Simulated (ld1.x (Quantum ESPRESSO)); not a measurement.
**What one change does to a pseudopotential (praseodymium (Pr), PAW)**

```json
{
 "Element": "Pr",
 "Generator": "ld1.x (Quantum ESPRESSO) 7.5",
 "Type": "PAW",
 "Functional": "PW91",
 "Relativity": "scalar-relativistic",
 "Frozen core": "[Kr]",
 "Valence charge": "23",
 "Reference configuration": "4d10 4f3 5s2 5p6 5d0 6s2 6p0",
 "Partial waves": "5s (bound): rcut 2.05, rcutus 2.65 bohr; 6s (bound): rcut 2.05, rcutus 2.65 bohr; 5p (bound): rcut 2.30, rcutus 2.45 bohr; 6p (bound, empty): rcut 2.30, rcutus 2.45 bohr; 4d (bound): rcut 1.30, rcutus 1.45 bohr; 5d (bound, empty): rcut 1.30, rcutus 1.45 bohr; 4f (bound): rcut 0.80, rcutus 1.05 bohr; 4f channel at 0.25 Ry: rcut 0.80, rcutus 1.05 bohr",
 "Local potential": "all-electron potential smoothed inside 1.75 bohr (lloc = -2)",
 "Core correction": "Bessel-smoothed model core inside 0.85 bohr",
 "Augmentation charge": "PSQ, inside the norm-conserving radii"
}
```

All-electron outer shells of the reference configuration (PW91, scalar-relativistic, ld1.x):

```csv
shell,level (eV),outermost node (bohr),outermost maximum (bohr)
4s,-288.48,0.32,0.58
4p,-215.25,0.32,0.60
4d,-110.54,0.30,0.64
5s,-39.07,0.74,1.35
5p,-21.51,0.79,1.53
6s,-3.50,1.81,3.85
5d,-2.06,0.91,2.28
4f,-1.30,–,0.69
6p,-1.27,2.18,5.07
```

Change: all radii but the core radius scaled by about 1.14 (s 3.04, p 2.80, d 1.66, f 1.20 bohr, rcut 2.34/2.64/1.48/0.92); local potential all-electron potential smoothed inside 2.00 bohr (lloc = -2).

Cutoffs: the cutoffs (Ry, on a coarse ladder) from which the occupation-weighted sum of valence levels, in a spherical-Bessel basis at the reference potential, stays within 10 and 1 mRy of its value at 400 Ry; they do not see the model core or the augmentation charge, which bear on the density cutoff. Errors are all-electron minus pseudo energies relative to the spin-unpolarised reference configuration.

Question: How do hardness, ghosts and transferability respond?

Answer: The potential gets softer (120 Ry and 200 Ry → 100 Ry and 160 Ry); the number of tests with a reliable result goes from 7 to 2 (the test run of the changed file stopped, so its transferability is not established); neither file shows a bound ghost. A larger radius leaves more room for a smooth pseudo-wave, so fewer plane waves are needed.

```csv
quantity,base,changed
"cutoff, loose",120 Ry,100 Ry
"cutoff, tight",200 Ry,160 Ry
loose cutoff by channel (10 mRy a level),"s 10 Ry, p 10 Ry, d 50 Ry, f 110 Ry","s 8 Ry, p 8 Ry, d 35 Ry, f 90 Ry"
bound ghosts,none,none
tests with a reliable result,7 of 7,2 of 7 (the test run stopped)
"error for 4d10 4f3 5s2 5p6 5d0 6s1 6p0, meV [ΔE 5.75 eV]",-2.5,-2.7
"error for 4d10 4f3 5s2 5p6 5d0 6s0 6p0, meV [ΔE 16.41 eV]",-5.7,-5.9
lowest overlap eigenvalue by channel,"s 0.09, p 0.12, d 0.78, f 0.99","s 0.08, p 0.01, d 0.76, f 0.99"
```
